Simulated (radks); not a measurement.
These are the eigenvalues of the occupied orbitals of an atom or ion with whole-number occupations (hartree). Method: Dirac Kohn-Sham, PBE, spin-unpolarised, spherical densities, finite nucleus; Fermi nuclear charge, rms radius of each element as measured or else 0.836 A^(1/3) + 0.57 fm; computed with a radial shooting solver on a logarithmic mesh with Libxc functionals.

orbital  eigenvalue
1s1/2     -974.1556
2s1/2     -144.5868
2p1/2     -134.6040
2p3/2     -127.5312
3s1/2     -26.94951
3p1/2     -22.94858
3p3/2     -21.68546
3d3/2     -14.60571
3d5/2     -14.34904
4s1/2      -3.88972
4p1/2      -2.60747
4p3/2      -2.39348
4d3/2      -0.44661
4d5/2      -0.42101
5s1/2      -0.20799

Which element is it, and in what charge state? The configuration may be excited. Open shells, if any, fill j = l - 1/2 first.

Answer. Z = 48, cadmium, charge 0: Cd in [Kr] 4d10 5s2. The list shows which subshells hold electrons but not how many an open one holds; the 1s level, -974.16 hartree, gives Z - s = 44.1 by -(Z - s)^2/2, which with screening and relativity narrows Z to a few neighbours, and the depths of the outer levels then fix element, charge and occupations together.
